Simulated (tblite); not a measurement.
Species: CH₁₀Ge₃O.
Cartesian coordinates in Å at the GFN2-xTB level; atoms count from 1:
```xyz
15
CH10Ge3O angstrom
C      2.3392   -0.0085   -0.5079
O      1.1710   -0.7687   -0.3214
Ge    -0.2328   -0.1810    0.6125
Ge    -0.7631    2.0543   -0.1492
Ge    -1.7238   -2.0216    0.3038
H      2.9461    0.0097    0.4013
H      2.1072    1.0253   -0.7914
H      2.9124   -0.4747   -1.3109
H      0.2651   -0.0750    2.0760
H     -0.2343    3.1543    0.7311
H     -2.2382    2.3227   -0.2326
H     -0.2489    2.3826   -1.5254
H     -1.2902   -2.9504   -0.7851
H     -3.1211   -1.5959   -0.0576
H     -1.8929   -2.8651    1.5348
```

Calculated harmonic vibrations of the isolated species, GFN2-xTB (tblite), most abundant isotopes, no scaling. This tight-binding method is rough: wavenumbers can miss measured ones by several per cent, in bad cases by 10 to 20. Modes of hydrogen on germanium can be 10 to 20 % off. One conformer, not necessarily the lowest.

Harmonic wavenumbers (cm⁻¹): 27.3, 29.8, 53.8, 71.6, 83.4, 105.8, 130.3, 202.8, 236.9, 291.2, 348.7, 382.2, 396.7, 403.9, 472.0, 584.0, 641.3, 774.8, 791.9, 853.6, 858.3, 863.7, 871.3, 1052.0, 1134.9, 1140.0, 1417.3, 1478.0, 1485.6, 1632.1, 1892.8, 1916.0, 1989.2, 2000.6, 2012.6, 2045.1, 2886.0, 2937.1, 2976.3.

A = 1680, B = 673.8, C = 515.3 MHz; mass 259.837 u (most abundant isotopes); point group C1, symmetry number 1.

Task: Zero-point energy?

Result: Half the sum of the wavenumbers: 19735 cm⁻¹ = 56.43 kcal/mol.

Task: What is S at 298.15 K and 1 bar for an ideal gas of classical rigid rotors and harmonic oscillators?

Result: Translation 42.59, rotation 30.69, vibration 43.19: S = 116.5 cal/(mol K).

Task: And Cp and H(298.15 K) − H(0)?

Result: Cp = 41.13 cal/(mol K), of which vibrations give 33.18 (their classical limit is 39 R = 77.5); H(298.15 K) − H(0) = 8.28 kcal/mol without the zero-point energy, 5.91 from vibrations.

Task: How do the functions run with temperature in this model?

Result: 
```csv
T (K),S (cal/(mol K)),Cp (cal/(mol K)),H − H(0) (kcal/mol),G − H(0) (kcal/mol),ln q(vib)
100,81.9,24.0,1.71,-6.49,4.13
200,101.6,33.5,4.60,-15.72,8.28
300,116.7,41.3,8.35,-26.66,11.82
500,140.8,53.2,17.87,-52.51,17.91
800,168.5,64.9,35.74,-99.10,25.51
1000,183.6,70.0,49.26,-134.35,29.89
```

q(vib) and H(0) count from the zero-point level.

Task: Which modes carry the vibrational entropy at 298.15 K?

Result: 27.3 cm⁻¹: 6.02; 29.8 cm⁻¹: 5.84; 53.8 cm⁻¹: 4.67; 71.6 cm⁻¹: 4.11; 83.4 cm⁻¹: 3.81; 105.8 cm⁻¹: 3.34 cal/(mol K); the other 33 give 15.40 together.

Task: Blend soft modes into free rotors: weight 1/[1 + (100 cm⁻¹/ν̃)⁴] for the oscillator and the rest for a rotor with moment μB/(μ + B), μ = h/(8π²ν), B = 10⁻⁴⁴ kg m². What vibrational entropy results?

Result: 36.89 cal/(mol K) in place of 43.19, which changes −T·S at 298.15 K by +1.88 kcal/mol.

Task: What must be added to the electronic energy to get the Gibbs energy at 298.15 K and 1 bar?

Result: ZPE + [H(298.15 K) − H(0)] − T·S = 56.43 + 8.28 − 34.73 = 29.98 kcal/mol.

Hindered rotation and anharmonicity are outside this model. Other conformers, if any are populated, would add a mixing term that is left out. The structure is chiral; the term R ln 2 for an equal mix with its mirror image is left out.

On one thread, Intel Xeon at 2.50 GHz (x86_64), shared host, this took 1.6 s of wall time. The figure is for the frequency step alone.
